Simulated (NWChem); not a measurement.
Species: C₂H₃F₃Si; SMILES C=C(F)[SiH](F)F

```xyz
9

C     -1.2308    -1.5619     0.5617
C     -0.0859    -1.0802     0.0813
F      0.9613    -1.8907    -0.1465
Si     0.2090     0.7127    -0.3447
F     -1.1870     1.4779    -0.0825
F      1.3068     1.3497     0.6486
H     -1.3498    -2.6249     0.7901
H     -2.0685    -0.8842     0.7342
H      0.6595     0.9477    -1.7315
```
Atoms are numbered in this order, from 1.

Program: NWChem. Pople sets run with spherical d functions. Structure relaxed at the PBE0/def2-SVP level. Level: M05-2X/6-31G* with SMD (1 M gas to 1 M solution), gas-phase geometry. Reactions with the solvent are ignored.

```
solvent          dielectric constant  solvation free energy (kcal/mol)  cavity-dispersion-structure term (kcal/mol)  dipole in solution (D)
---------------  -------------------  --------------------------------  -------------------------------------------  ----------------------
water                           78.4                               1.3                                          5.0                    1.86
dichloromethane                 8.93                              -2.5                                          0.7                    1.81
ethyl acetate                   5.99                              -1.9                                          1.1                    1.79
diethyl ether                   4.24                              -2.1                                          0.6                    1.76
```
